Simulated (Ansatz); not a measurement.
Relaxation of ClF$_{3}$H$_{5}$NSiTi (12 atoms, charge 0, multiplicity 1), to a largest force component of 0.03 eV/Å in at most 50 steps.

Level of theory: RHF/def2-SVP in Ansatz 0.2.0.

```xyz
12
Properties=species:S:1:pos:R:3
Ti 0.334 0.049 -0.160
Cl 0.797 -0.936 1.897
F 1.836 0.132 -0.964
F -0.209 1.669 -0.060
F -0.658 -0.916 -1.165
N -2.407 -0.231 1.555
H -3.009 -0.870 1.067
Si -3.101 1.239 2.187
H -4.111 1.014 3.252
H -2.001 2.049 2.753
H -3.765 1.957 1.078
H -1.761 -0.754 2.158
```

Where does it end, and by what steps?

It converged. After 10 steps the energy has fallen by 0.587 eV; F3 moved furthest, 0.55 Å. Joined: Ti1–N6 (3.25 → 2.34 Å).

| step | energy less start (eV) | largest force component (eV/Å) | accepted |
| --- | --- | --- | --- |
| 0 | 0.0000 | 1.419 | yes |
| 1 | -0.2213 | 0.662 | yes |
| 2 | -0.4085 | 0.815 | yes |
| 3 | -0.5326 | 1.065 | yes |
| 4 | -0.5517 | 0.280 | yes |
| 5 | -0.5793 | 0.109 | yes |
| 6 | -0.5826 | 0.061 | yes |
| 7 | -0.5845 | 0.065 | yes |
| 8 | -0.5861 | 0.036 | yes |
| 9 | -0.5861 | 0.065 | yes |
| 10 | -0.5867 | 0.011 | yes |

```xyz
12
Properties=species:S:1:pos:R:3
Ti -0.102 0.028 0.147
Cl 0.899 -0.756 2.002
F 1.314 0.217 -0.819
F -0.618 1.692 0.128
F -0.942 -1.090 -0.884
N -2.072 -0.220 1.386
H -2.686 -0.711 0.752
Si -2.846 1.257 2.058
H -3.945 0.840 2.958
H -1.829 1.994 2.824
H -3.391 2.027 0.930
H -1.836 -0.878 2.114
```

Whether the end is a true minimum wasn't checked by a vibrational analysis.

Time of the run: 64 s on 4 threads of Intel(R) Xeon(R) Platinum 8259CL CPU @ 2.50GHz (Skylake/Cascade Lake) (shared host), peak memory 0.48 GiB.
